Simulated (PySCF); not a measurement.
From a raw peak list to a structure

Formula C5H4BrN. The spectrum was simulated from the full spin Hamiltonian at 200 MHz with 0.6 Hz Lorentzian lines, from shifts rounded to 0.01 ppm and J to 0.1 Hz, couplings under 1 Hz left out.

Maxima in Hz from TMS (height), grouped by integral:
1H: 1703.7 (43), 1701.8 (44), 1698.2 (44), 1696.4 (45)
2H: 1528.3 (15), 1526.5 (14), 1520.4 (18), 1519.2 (29), 1518.6 (21), 1517.4 (27), 1511.3 (32), 1509.5 (32), 1493.8 (100), 1484.8 (52)
1H: 1424.5 (43), 1419.1 (40), 1416.6 (37), 1411.2 (34)

13C{1H} NMR (computed): δ 164.8 (C), 155.5 (CH), 142.9 (CH), 134.5 (CH), 126.9 (CH).

All values are calculated (PySCF 2.14): shielding tensors at PBE0/pcSseg-1 (GIAO), structure optimised with PBE0-D3(BJ)/def2-SVP, J couplings at B3LYP/pcJ-1 (pcSseg-1 on Br) (spin–dipole term only in couplings to heteroatoms). Single conformer, relativity neglected, gas phase.

References, each an isolated molecule treated in the same way: 1H (σref 31.27), 13C (σref 184.41) vs TMS.

(1) Analyse the multiplets.

(2) What is the compound?

## Answers

(1) 1H NMR (200 MHz, computed): δ 8.50 (dd, J = 5.4, 1.9 Hz, 1H), 7.59 (m, 1H), 7.45 (m, 1H), 7.09 (m, 1H). These are first-order names from the parameters used; overlap and second-order distortion can hide them in the list.

(2) SMILES c1cccc(Br)n1.

Structure with atom numbers: `[Br:1][c:2]1[cH:3][cH:4][cH:5][cH:6][n:7]1`. Hydrogens are named by the atom that carries them.

- δ 8.50: H(C6), hydrogen on an aromatic CH next to a ring nitrogen, coupled to H(C5) (5.4 Hz), H(C4) (1.9 Hz).
- δ 7.59: H(C4), hydrogen on an aromatic CH, coupled to H(C3) (9.1 Hz), H(C5) (8.1 Hz), H(C6) (1.9 Hz).
- δ 7.45: H(C3), hydrogen on an aromatic CH, coupled to H(C4) (9.1 Hz).
- δ 7.09: H(C5), hydrogen on an aromatic CH, coupled to H(C4) (8.1 Hz), H(C6) (5.4 Hz).

This is the structure that produced the data.

The calculation has no spin–orbit term, so carbons bonded to Br come out too deshielded (the heavy-atom effect is absent). Splittings below 1 Hz are ignored in the labels, and close J values are merged. Unscaled 3J(H,H) at this level run about 10 % above measured values. Shifts are as computed. Against solution values, carbons near 30 ppm lie about +2 ppm off and those near 130 ppm about +5 ppm; carbons on Br a further +13 ppm. Of 1211 compounds with measured shifts, 218 miss one by over three times the rms of a fit or turn the order of signals round; such compounds aren't used in these exercises.
